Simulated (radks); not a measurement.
Results of a calculation; reference values are marked as such.
Orbital eigenvalues (eV) of the gadolinium ion Gd+, [Xe] 4f7 5d1 6s1, at several levels of relativity; Dirac values are averaged over j with weights 2j + 1. Spin-unpolarised spherical Kohn-Sham, PBEsol, point nucleus unless stated (finite: rms radius 5.1569 fm), a radial shooting solver on a logarithmic mesh with Libxc functionals. A level marked "c x" has the speed of light scaled by that factor and shares open shells by 2j + 1; other Dirac levels either fill j = l - 1/2 first or share by 2j + 1.

shell,non-rel.,scalar-rel.,"Dirac, 2j+1 shares, finite nucleus","Dirac, c x 5","change of magnitude, last against first (%)"
3s,-1660.4,-1839.5,-1836.3,-1666.6,+0.37
3p,-1498.5,-1557.7,-1561.2,-1500.8,+0.15
3d,-1196.6,-1185.5,-1183.4,-1196.2,-0.04
4s,-332.82,-375.35,-374.70,-334.28,+0.44
4p,-269.53,-282.44,-283.37,-270.02,+0.18
4d,-156.66,-153.95,-153.68,-156.55,-0.07
5s,-49.804,-56.126,-56.028,-50.015,+0.42
5p,-32.649,-33.626,-33.783,-32.685,+0.11
4f,-19.240,-15.085,-15.058,-19.070,-0.89
5d,-9.0725,-8.4344,-8.4327,-9.0460,-0.29
6s,-8.6644,-9.2972,-9.2941,-8.6856,+0.25
6p (empty),-5.7032,-5.7086,-5.7263,-5.7037,+0.01
